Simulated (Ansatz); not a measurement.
Steps of a relaxation of `NCBBr` with RKS PBE-D4/def2-SVP.

```sh
$ ansatz run in.yaml --threads 4 --pin off --events-out ev --progress --plain --max-ram 10444MiB
```

```yaml
crystal:
  periodic: [false, false, false]
  atoms:
    - {symbol: N, position_ang: [-0.683800, 1.012000, -0.096700]}
    - {symbol: C, position_ang: [0.035500, 0.003100, 0.544400]}
    - {symbol: B, position_ang: [0.529000, -1.039800, -0.546300]}
    - {symbol: Br, position_ang: [-0.664400, -2.081700, -1.635600]}
    - {symbol: H, position_ang: [-0.068600, 1.662700, -0.657300]}
    - {symbol: H, position_ang: [-1.151400, 1.670800, 0.638700]}
    - {symbol: H, position_ang: [0.932400, 0.448200, 1.090000]}
    - {symbol: H, position_ang: [-0.565400, -0.513800, 1.268100]}
    - {symbol: H, position_ang: [1.725300, -1.207800, -0.622400]}
basis:
  gaussian: {orbitals: def2-SVP}
hamiltonian: {xc: pbe, dispersion: d4}
relax: {f_tol: 0.03, max_steps: 200}
```

Positions (Å) and forces (eV/Å) along the path, 15 of 20 steps:

```xyz
9
step=1 energy=-73305.2516 eV
N    -0.684    1.012   -0.097   -2.371    3.855   -0.173
C     0.035    0.003    0.544    2.632   -0.239   -0.199
B     0.529   -1.040   -0.546    0.152   -0.182    0.565
Br   -0.664   -2.082   -1.636    0.222    0.271    0.153
H    -0.069    1.663   -0.657   -0.575   -0.799    0.600
H    -1.151    1.671    0.639    0.821   -1.178   -1.534
H     0.932    0.448    1.090   -0.185   -0.769    0.102
H    -0.565   -0.514    1.268   -0.809   -0.647    0.936
H     1.725   -1.208   -0.622    0.113   -0.312   -0.451
9
step=2 energy=-73305.5454 eV
N    -0.722    1.043   -0.103   -0.788    1.315    0.007
C     0.053    0.023    0.553    1.208   -0.269    0.085
B     0.575   -1.063   -0.486    0.153    0.235   -0.184
Br   -0.651   -2.009   -1.609   -0.020   -0.031    0.030
H    -0.127    1.668   -0.674   -0.089   -0.325    0.118
H    -1.173    1.692    0.585    0.309   -0.567   -0.413
H     0.948    0.388    1.145   -0.263   -0.054   -0.053
H    -0.576   -0.515    1.281   -0.304   -0.197    0.262
H     1.761   -1.274   -0.711   -0.204   -0.107    0.147
9
step=5 energy=-73305.6393 eV
N    -0.808    1.055   -0.079    0.291   -0.377    0.194
C     0.124    0.060    0.506   -0.544    0.266   -0.210
B     0.606   -1.065   -0.486   -0.015    0.009   -0.096
Br   -0.639   -1.850   -1.729    0.192    0.112    0.084
H    -0.283    1.649   -0.736   -0.133    0.014    0.118
H    -1.158    1.671    0.669    0.084    0.022   -0.154
H     0.973    0.493    1.086    0.129   -0.047    0.018
H    -0.466   -0.545    1.251    0.171    0.049   -0.011
H     1.741   -1.515   -0.500   -0.174   -0.047    0.058
9
step=6 energy=-73305.6743 eV
N    -0.855    1.034   -0.057    0.520   -0.332    0.304
C     0.147    0.079    0.490   -0.665    0.314   -0.269
B     0.608   -1.076   -0.469   -0.080   -0.121   -0.243
Br   -0.597   -1.730   -1.845    0.376    0.164    0.282
H    -0.386    1.616   -0.773   -0.219   -0.061    0.247
H    -1.150    1.668    0.704    0.105   -0.032   -0.314
H     1.011    0.549    1.021    0.086   -0.091    0.010
H    -0.379   -0.538    1.277    0.204    0.086   -0.033
H     1.690   -1.649   -0.365   -0.326    0.073    0.015
9
step=7 energy=-73305.7490 eV
N    -0.891    1.021    0.003    0.179    0.017   -0.059
C     0.138    0.095    0.461   -0.252   -0.156    0.051
B     0.585   -1.085   -0.470   -0.024    0.158    0.153
Br   -0.471   -1.631   -1.966    0.029    0.011   -0.090
H    -0.537    1.547   -0.812   -0.138   -0.100    0.166
H    -1.081    1.719    0.736    0.013   -0.057   -0.147
H     1.033    0.548    0.944    0.311    0.131    0.001
H    -0.273   -0.525    1.311   -0.012   -0.008   -0.063
H     1.586   -1.735   -0.223   -0.106    0.003   -0.012
9
step=8 energy=-73305.7788 eV
N    -0.917    0.989    0.041    0.201    0.281   -0.208
C     0.146    0.100    0.475   -0.210   -0.219    0.236
B     0.552   -1.090   -0.441    0.221   -0.001   -0.130
Br   -0.376   -1.496   -2.076    0.077    0.027    0.118
H    -0.650    1.451   -0.851   -0.148   -0.226    0.387
H    -1.048    1.746    0.728   -0.011   -0.062   -0.131
H     1.086    0.572    0.877    0.013   -0.005   -0.077
H    -0.200   -0.510    1.368    0.035    0.186   -0.138
H     1.494   -1.808   -0.138   -0.178    0.021   -0.058
9
step=9 energy=-73305.8057 eV
N    -0.934    0.969    0.088    0.037    0.181   -0.149
C     0.139    0.081    0.502   -0.275    0.163   -0.081
B     0.551   -1.092   -0.436   -0.083   -0.169   -0.018
Br   -0.249   -1.369   -2.164    0.089    0.075    0.115
H    -0.766    1.347   -0.858    0.000   -0.159    0.182
H    -1.020    1.785    0.710    0.072   -0.152   -0.040
H     1.119    0.560    0.780    0.120    0.075    0.023
H    -0.151   -0.431    1.455    0.055   -0.066    0.024
H     1.400   -1.895   -0.093   -0.016    0.052   -0.055
9
step=10 energy=-73305.8146 eV
N    -0.965    0.959    0.124    0.106    0.005    0.075
C     0.106    0.067    0.532    0.161    0.196   -0.393
B     0.531   -1.093   -0.420    0.024    0.016    0.126
Br   -0.163   -1.257   -2.195   -0.043    0.024   -0.125
H    -0.851    1.216   -0.866   -0.030   -0.040    0.041
H    -0.911    1.836    0.656   -0.093   -0.010   -0.023
H     1.102    0.569    0.742   -0.023   -0.098   -0.013
H    -0.115   -0.426    1.501   -0.111   -0.081    0.276
H     1.357   -1.917   -0.091    0.009   -0.012    0.036
9
step=11 energy=-73305.8140 eV rejected
N    -0.967    0.949    0.141    0.088    0.186   -0.110
C     0.112    0.064    0.534   -0.165   -0.025    0.088
B     0.497   -1.125   -0.400    0.240    0.243   -0.176
Br   -0.097   -1.177   -2.237    0.012   -0.054    0.185
H    -0.901    1.176   -0.865   -0.006   -0.066    0.216
H    -0.923    1.843    0.651   -0.016   -0.165   -0.082
H     1.132    0.547    0.682   -0.064   -0.082   -0.050
H    -0.090   -0.374    1.546    0.052    0.030   -0.072
H     1.326   -1.949   -0.067   -0.140   -0.067    0.001
9
step=12 energy=-73305.8222 eV
N    -0.963    0.952    0.129    0.059   -0.086    0.083
C     0.118    0.073    0.526   -0.048   -0.054    0.053
B     0.530   -1.098   -0.416   -0.039   -0.030    0.022
Br   -0.135   -1.214   -2.216    0.039    0.002    0.022
H    -0.874    1.200   -0.861   -0.011    0.015   -0.154
H    -0.939    1.828    0.656   -0.021    0.087    0.069
H     1.126    0.560    0.710    0.001    0.004   -0.006
H    -0.098   -0.398    1.520    0.036    0.027   -0.060
H     1.322   -1.951   -0.066   -0.015    0.034   -0.030
9
step=16 energy=-73305.8253 eV
N    -0.969    0.950    0.148    0.003   -0.005    0.009
C     0.108    0.067    0.531   -0.016   -0.025    0.031
B     0.512   -1.109   -0.406    0.025    0.029   -0.010
Br   -0.060   -1.164   -2.240   -0.003   -0.005    0.007
H    -0.923    1.167   -0.855    0.001   -0.001   -0.009
H    -0.929    1.840    0.656    0.001    0.005   -0.005
H     1.135    0.544    0.651   -0.004   -0.002   -0.002
H    -0.067   -0.367    1.546    0.006    0.011   -0.017
H     1.281   -1.976   -0.048   -0.013   -0.007   -0.004
9
step=17 energy=-73305.8253 eV
N    -0.969    0.950    0.148    0.004   -0.008    0.009
C     0.108    0.067    0.531   -0.016   -0.024    0.028
B     0.512   -1.108   -0.405    0.023    0.030   -0.010
Br   -0.060   -1.163   -2.240   -0.003   -0.006    0.005
H    -0.924    1.166   -0.856    0.000    0.001   -0.009
H    -0.928    1.841    0.654    0.002    0.005   -0.004
H     1.135    0.544    0.652   -0.004   -0.001   -0.002
H    -0.067   -0.367    1.546    0.005    0.010   -0.014
H     1.281   -1.976   -0.048   -0.013   -0.007   -0.003
9
step=18 energy=-73305.8251 eV rejected
N    -0.969    0.947    0.152   -0.029    0.024   -0.016
C     0.108    0.066    0.536    0.032    0.013   -0.003
B     0.515   -1.103   -0.405   -0.037   -0.043    0.005
Br   -0.044   -1.142   -2.244    0.011    0.005    0.003
H    -0.936    1.146   -0.856   -0.004    0.003    0.025
H    -0.925    1.844    0.646    0.005    0.001   -0.009
H     1.136    0.544    0.642    0.000    0.001    0.005
H    -0.056   -0.360    1.554   -0.007   -0.006   -0.001
H     1.260   -1.989   -0.044    0.028    0.002   -0.008
9
step=19 energy=-73305.8254 eV
N    -0.969    0.951    0.151    0.003    0.002    0.010
C     0.107    0.067    0.534   -0.010   -0.012   -0.001
B     0.513   -1.105   -0.406    0.042   -0.029    0.012
Br   -0.056   -1.157   -2.242   -0.003    0.003    0.005
H    -0.931    1.155   -0.855    0.000    0.001   -0.004
H    -0.920    1.847    0.647   -0.004    0.000   -0.005
H     1.133    0.544    0.654    0.002    0.000    0.000
H    -0.067   -0.368    1.549    0.002    0.005   -0.005
H     1.279   -1.979   -0.049   -0.033    0.030   -0.013
9
step=20 energy=-73305.8255 eV
N    -0.969    0.950    0.152    0.000   -0.001    0.000
C     0.107    0.066    0.535    0.000   -0.002    0.000
B     0.513   -1.105   -0.405    0.006   -0.003    0.002
Br   -0.052   -1.151   -2.242    0.000   -0.001   -0.001
H    -0.934    1.150   -0.855   -0.001    0.002    0.002
H    -0.919    1.848    0.645    0.000    0.000   -0.002
H     1.134    0.543    0.651    0.000    0.000    0.000
H    -0.064   -0.366    1.551   -0.001    0.001    0.000
H     1.273   -1.982   -0.048   -0.005    0.005   -0.002
```

Hardware: 4 threads of an Arm Neoverse V1 on a shared host. Wall time 22 s, peak host memory 0.15 GiB.
